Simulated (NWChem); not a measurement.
The numbers come from NWChem runs, not from measurements. System: HAlBr2O, charge 0, spin multiplicity 1, at a geometry optimised with B3LYP/def2-SVP. The structure started from a generated list of species. Level: RHF/def2-TZVP.

Job file:

```
start mol
memory heap 200 mb stack 800 mb global 1000 mb
geometry units angstroms nocenter noautoz
  Al     0.671717     0.041992     0.000000
  Br    -0.333748    -1.974980     0.000000
  Br    -0.539715     1.928864     0.000000
  O      2.355062     0.198144     0.000000
  H      2.998392    -0.516998     0.000000
  symmetry group Cs
end
basis spherical
  * library def2-tzvp
end
scf
  rhf
  nopen 0
  maxiter 100
  thresh 1e-7
  semidirect memsize 60000000 filesize 0
end
task scf energy
```

Output (cleaned and shortened):

```
             Northwest Computational Chemistry Package (NWChem) 7.3.0
             --------------------------------------------------------

                                NWChem Input Module
                                -------------------

 Scaling coordinates for geometry "geometry" by  1.889725989
 (inverse scale =  0.529177249)

 Turning off AUTOSYM since
 SYMMETRY directive was detected!

                             Geometry "geometry" -> ""
                             -------------------------

 Output coordinates in angstroms (scale by  1.889725989 to convert to a.u.)

  No.       Tag          Charge          X              Y              Z
 ---- ---------------- ---------- -------------- -------------- --------------
    1 Al                  13.0000     0.67171700     0.04199200     0.00000000
    2 Br                  35.0000    -0.33374800    -1.97498000     0.00000000
    3 Br                  35.0000    -0.53971500     1.92886400     0.00000000
    4 O                    8.0000     2.35506200     0.19814400     0.00000000
    5 H                    1.0000     2.99839200    -0.51699800     0.00000000

 Effective nuclear repulsion energy (a.u.)     516.0553981185

            Nuclear Dipole moment (a.u.)
            ----------------------------
        X                 Y               Z
 ---------------- ---------------- ----------------
     0.0000075589    -0.0000188973     0.0000000000

      Symmetry information
      --------------------

 Group name             Cs
 Group number              2
 Group order               2
 No. of unique centers     5

      Symmetry unique atoms

     1    2    3    4    5


 Summary of "ao basis" -> "" (spherical)
 ------------------------------------------------------------------------------
       Tag                 Description            Shells   Functions and Types
 ---------------- ------------------------------  ------  ---------------------
 *                         def2-tzvp                  on all atoms

 Summary of "ao basis" -> "ao basis" (spherical)
 ------------------------------------------------------------------------------
[...]
   102     -0.272002  3 Br py                54     -0.212844  2 Br py
    95      0.198976  3 Br px                47     -0.182717  2 Br px
    96      0.177686  3 Br py                98     -0.175731  3 Br px
   104     -0.176131  3 Br px                56      0.163867  2 Br px

 Vector   47  Occ=0.000000D+00  E= 6.714335D-02  Symmetry=a'
              MO Center=  6.9D-01, -1.1D-01,  3.1D-14, r^2= 6.1D+00
   Bfn.  Coefficient  Atom+Function         Bfn.  Coefficient  Atom+Function
  ----- ------------  ---------------      ----- ------------  ---------------
     5      1.532078  1 Al s                138     -0.624084  4 O  s
    43     -0.485590  2 Br s                 91     -0.382905  3 Br s
    57     -0.356406  2 Br py               105      0.307944  3 Br py
   167      0.257368  5 H  s                104     -0.196117  3 Br px
     3     -0.179597  1 Al s                 56     -0.174572  2 Br px

 Vector   48  Occ=0.000000D+00  E= 7.619125D-02  Symmetry=a"
              MO Center=  5.0D-01,  1.5D-03,  1.2D-13, r^2= 5.4D+00
   Bfn.  Coefficient  Atom+Function         Bfn.  Coefficient  Atom+Function
  ----- ------------  ---------------      ----- ------------  ---------------
    20      1.016308  1 Al pz                58     -0.329598  2 Br pz
   106     -0.323475  3 Br pz                17      0.303037  1 Al pz
   147     -0.200809  4 O  pz

 Vector   49  Occ=0.000000D+00  E= 1.373773D-01  Symmetry=a'
              MO Center=  1.7D+00, -3.8D-01, -3.3D-14, r^2= 7.9D+00
   Bfn.  Coefficient  Atom+Function         Bfn.  Coefficient  Atom+Function
  ----- ------------  ---------------      ----- ------------  ---------------
   138      1.115870  4 O  s                 18     -0.990162  1 Al px
   167     -0.924834  5 H  s                 91     -0.646168  3 Br s
    19      0.381386  1 Al py               105      0.367804  3 Br py
     5      0.349327  1 Al s                146     -0.237699  4 O  py
    57     -0.215426  2 Br py                15     -0.178402  1 Al px

 center of mass
 --------------
 x =  -0.10188902 y =   0.00088852 z =   0.00000000

 moments of inertia (a.u.)
 ------------------
        2178.326073146871          85.175547293425           0.000000000000
          85.175547293425         505.434089943723           0.000000000000
           0.000000000000           0.000000000000        2683.760163090594

  Mulliken analysis of the total density
  --------------------------------------

    Atom       Charge   Shell Charges
 -----------   ------   -------------------------------------------------------
    1 Al  13    12.13   2.00  0.65  1.34  0.57  0.05  2.92  2.28  0.82  0.79  0.13  0.24  0.23  0.11
    2 Br  35    35.29   2.00  2.00  1.16  0.78  0.98  0.99  6.00  5.94  1.26  2.85  1.31  8.98  1.02 -0.01  0.03  0.00
    3 Br  35    35.28   2.00  2.00  1.16  0.78  0.98  0.98  6.00  5.94  1.26  2.85  1.30  8.98  1.02 -0.01  0.03  0.00
    4 O    8     8.65   0.79  1.18  0.55  0.95  0.27  1.86  2.09  0.94  0.00  0.01  0.00
    5 H    1     0.65   0.24  0.33  0.03  0.05

       Multipole analysis of the density wrt the origin
       ------------------------------------------------

     L   x y z        total         open         nuclear
     -   - - -        -----         ----         -------
     0   0 0 0      0.000000      0.000000     92.000000

     1   1 0 0      0.493648      0.000000      0.000008
     1   0 1 0     -0.474698      0.000000     -0.000019
     1   0 0 1     -0.000000      0.000000      0.000000

     2   2 0 0    -39.846663      0.000000    261.831648
     2   1 1 0     -3.198352      0.000000    -38.626546
     2   1 0 1     -0.000000      0.000000      0.000000
     2   0 2 0    -43.744071      0.000000    954.693619
     2   0 1 1      0.000000      0.000000      0.000000
     2   0 0 2    -38.882607      0.000000      0.000000

 Task  times  cpu:       19.5s     wall:       19.5s

 Total times  cpu:       19.6s     wall:       19.6s
```
